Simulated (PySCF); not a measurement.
Isomers of [C8H11]+ (charge +1), one GFN2-xTB conformer each. Single-point energies are computed at PBE0/pcSseg-1 (PySCF, gas phase, no added dispersion term), electronic only.

| SMILES | GFN2-xTB relative energy (kJ/mol) |
| --- | --- |
| CCC1=CC=CC[CH+]1 | 0.0 |
| C=C(C)[C+]1C=CCC1 | 14.3 |

Conformers: `[CH3:1][CH2:2][C:3]1=[CH:4][CH:5]=[CH:6][CH2:7][CH+:8]1` (charge +1) with C1–C2–C3–C4 82°; `[CH2:1]=[C:2]([CH3:3])[C+:4]1[CH:5]=[CH:6][CH2:7][CH2:8]1` (charge +1) with C1–C2–C4–C5 3°.

What does PBE0/pcSseg-1 give for the same structures?

| SMILES | PBE0/pcSseg-1 E (Eh) | PBE0/pcSseg-1 (kJ/mol) | GFN2-xTB (kJ/mol) | point group |
| --- | --- | --- | --- | --- |
| CCC1=CC=CC[CH+]1 | -310.75952 | 0.0 | 0.0 | C1 |
| C=C(C)[C+]1C=CCC1 | -310.75404 | 14.4 | 14.3 | near Cs |

Both levels put the same isomer lowest. Neighbours under 21 kJ/mol apart (CCC1=CC=CC[CH+]1 and C=C(C)[C+]1C=CCC1) can change places with a better method, another conformer or zero-point energy.

Which frontier levels and rotational constants go with these structures?

| SMILES | HOMO (eV, PBE0/pcSseg-1) | LUMO (eV) | A, B, C (MHz) |
| --- | --- | --- | --- |
| CCC1=CC=CC[CH+]1 | -12.65 | -8.33 | 4335, 1458, 1206 |
| C=C(C)[C+]1C=CCC1 | -12.35 | -8.09 | 4296, 1536, 1156 |
